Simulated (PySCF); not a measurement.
Orbital energies and ionisation energy

C6H3F3O.
Numbering: `[F:1][C:2]([F:3])=[C:4]([F:5])[c:6]1[cH:7][cH:8][cH:9][o:10]1` (hydrogens: H11 on C7; H12 on C8; H13 on C9)

Cartesian coordinates in Å at the PBE0-D3(BJ)/def2-SVP level; atoms count from 1:
```xyz
13
C6H3F3O angstrom
F     -2.1744   -0.3001   -1.8463
C     -2.4219    0.0798   -0.6219
F     -3.6951    0.2770   -0.4044
C     -1.4785    0.2487    0.3163
F     -1.8662    0.6431    1.5306
C     -0.0544    0.0567    0.1787
C      0.9531    0.2380    1.0901
C      2.1576   -0.1036    0.4048
C      1.7866   -0.4616   -0.8569
O      0.4475   -0.3667   -0.9994
H      0.8366    0.5730    2.1173
H      3.1703   -0.0853    0.8010
H      2.3354   -0.7951   -1.7332
```

Level: CAM-B3LYP/def2-SVPD (PySCF). Frontier orbitals with their largest atomic shares (Löwdin; up to four atoms above 4 %):

```
orbital  ε (eV)                            main atoms
 HOMO−3  -12.56   O10 39 %, C9 12 %, C8 11 %, C7 11 %
 HOMO−2  -10.17   O10 18 %, C4 16 %, C6 16 %, C7 15 %
 HOMO−1   -9.80   C8 30 %, C9 14 %, C7 14 %, O10 12 %
   HOMO   -7.65                                     ?
   LUMO    0.01    C2 18 %, C7 14 %, C6 13 %, C9 12 %
 LUMO+1    1.17      C2 26 %, C4 16 %, F3 8 %, C7 7 %
 LUMO+2    1.65  C8 19 %, C9 17 %, H12 14 %, H13 11 %
```

What vertical ionisation energy does ΔSCF give, and how far is −ε(HOMO) from it?

ΔSCF: 8.41 eV (812 kJ/mol; threshold wavelength 147 nm); ⟨S²⟩ of the doublet left behind is 0.781, against 0.75 for a pure doublet. −ε(HOMO) is 7.65 eV, 0.76 eV below it. In exact Kohn–Sham theory the two would be equal; CAM-B3LYP (range-separated hybrid) falls short of its own ΔSCF value by 9 %. Holes in the HOMO−1 and HOMO−2 were tried too where these lie within 1.2 eV of the HOMO; the lowest converged state counts.

On which atoms does the HOMO lie?

C9 (aromatic CH next to a ring oxygen) 17 %, C2 (=CF2 carbon) 15 %, C6 (substituted aromatic carbon) 15 %, C7 (aromatic CH carbon) 12 %, so no atom holds as much as 40 %. The HOMO−1 lies 2.15 eV lower.

What kinetic energy would electrons from this vertical process carry with He I light (21.218 eV)?

21.22 − 8.41 = 12.81 eV.

Shift the occupied levels rigidly so that −ε(HOMO) equals the ΔSCF value. What binding energies result?

The shift is +0.76 eV: HOMO 8.41, HOMO−1 10.56, HOMO−2 10.93, HOMO−3 13.32 eV. A rigid shift is only a rough guide to the deeper ionisations.

What total energies stand behind the ΔSCF value?

E(N) = -604.49624 Eh and E(N − 1) = -604.18712 Eh at the same geometry, 0.30912 Eh apart.

How many of the 10 lowest singlet excitations (vertical TDDFT, same level) lie below the ionisation energy?

All 10; they run from 5.18 to 7.78 eV.

The structure is a single PBE0-D3(BJ)/def2-SVP conformer in the gas phase; no vibrational or solvent corrections.
